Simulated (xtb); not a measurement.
A run for xtb: GFN-FF on CH2O2 (a complex), monomers drawn apart or pushed together.

```
$ xtb mol.xyz --gfnff --sp --chrg 0 --uhf 0
5

O      0.29613357    -0.40781588    -0.45556961
H      0.14804266    -0.30083152     0.49153528
H      0.36417934     0.48595779    -0.80543527
C     -0.07377283    -0.07262907     3.14551441
O     -0.12381393    -0.07146034     4.26742968
```

Predict the final total energy.

-0.6661 hartree.
